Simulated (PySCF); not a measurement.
Compound: C4H7B.
Cartesian coordinates in Å at the PBE0-D3(BJ)/def2-SVP level; atoms count from 1:
```
atom  x, y, z in Å
B1     1.905   -0.955    0.616
C2     1.249    0.432    0.671
C3     0.012    0.743    0.193
C4    -0.922   -0.156   -0.454
C5    -2.123    0.250   -0.898
H6     1.333   -1.910    0.140
H7     3.022   -1.120    1.053
H8     1.799    1.264    1.127
H9    -0.348    1.778    0.290
H10   -0.619   -1.200   -0.576
H11   -2.447    1.289   -0.788
H12   -2.817   -0.440   -1.383
```

Method used: PBE0-D3(BJ)/def2-SVP geometry optimisation, gas phase (PySCF).

Masses are those of the commonest isotopes; rigid-rotor values at the optimised geometry. The values belong to one conformer with, in the numbering `[BH2:1]/[CH:2]=[CH:3]\[CH:4]=[CH2:5]`, C2–C3–C4–C5 180°.

**Question.** What are A, B and C (MHz)?

**Answer.** Ia = 30.83, Ib = 181.18, Ic = 212.01 u·Å²; 505379 MHz·u·Å²/I gives A = 16392, B = 2789, C = 2384 MHz.

**Question.** Classify the top.

**Answer.** A near-prolate asymmetric top; Ray's κ = -0.942.

**Question.** What does the inertial defect say?

**Answer.** Planar: Δ = Ic − Ia − Ib = 0.00 u·Å². For a rigid frame Δ = −2 Σ m c², so it vanishes when all atoms lie in the ab plane; here none is more than 0.02 Å from it.

**Question.** Where do the levels up to J = 5 lie, in cm⁻¹?

**Answer.** Above 0(0,0):
J = 1: 1(0,1) 0.1726, 1(1,1) 0.6263, 1(1,0) 0.6398
J = 2: 2(0,2) 0.5174, 2(1,2) 0.9579, 2(1,1) 0.9985, 2(2,1) 2.3597, 2(2,0) 2.3600
J = 3: 3(0,3) 1.0339, 3(1,3) 1.4551, 3(1,2) 1.5363, 3(2,2) 2.8774, 3(2,1) 2.8789, 3(3,1) 5.1801, 3(3,0) 5.1801
J = 4: 4(0,4) 1.7211, 4(1,4) 2.1177, 4(1,3) 2.2529, 4(2,3) 3.5674, 4(2,2) 3.5718, 4(3,2) 5.8709, 4(3,1) 5.8709, 4(4,1) 9.0939, 4(4,0) 9.0939
J = 5: 5(0,5) 2.5780, 5(1,5) 2.9454, 5(1,4) 3.1482, 5(2,4) 4.4295, 5(2,3) 4.4399, 5(3,3) 6.7347, 5(3,2) 6.7348, 5(4,2) 9.9574, 5(4,1) 9.9574, 5(5,1) 14.1013, 5(5,0) 14.1013

**Question.** Which types of transition are allowed, and where do some lines up to J = 5 fall?

**Answer.** The dipole components are |μa| = 1.82 D, |μb| = 0.75 D, |μc| = 0.00 D; the mirror of this Cs structure is the ab plane, so μc vanishes by symmetry and there are no c-type lines. Intensities carry the squares of the components, which stand as 1.00 : 0.17 (a : b). Some lines, for components of 0.1 D or more:

```
type  branch         J(Ka,Kc)     MHz  lower level (cm⁻¹)
   a       R  1(0,1) ← 0(0,0)    5173               0.000
   b       R  1(1,1) ← 0(0,0)   18776               0.000
   a       R  4(0,4) ← 3(0,3)   20604               1.034
   a       R  5(1,4) ← 4(1,3)   26839               2.253
   b       Q  5(2,3) ← 5(1,4)   38724               3.148
   b       Q  3(2,2) ← 3(1,3)   42639               1.455
   b       R  4(2,2) ← 3(1,3)   63459               1.455
   b       R  5(3,3) ← 4(2,2)   94820               3.572
   b       Q  5(4,2) ← 5(3,3)   96614               6.735
   b       Q  5(5,0) ← 5(4,1)  124233               9.957
   b       R  5(5,1) ← 4(4,0)  150118               9.094
```

PBE0-D3(BJ)/def2-SVP frequencies: not computed here. These are rigid-rotor constants of the computed structure; measured ground-state constants (B0) also hold zero-point vibration. Quadrupole hyperfine structure (11B) is left out.

Time: 57 s; peak memory 0.43 GiB. Hardware: one thread, Arm Neoverse N1 (aarch64), shared host with 64 logical CPUs at a one-minute load of 62. That covers the optimisation of the geometry.
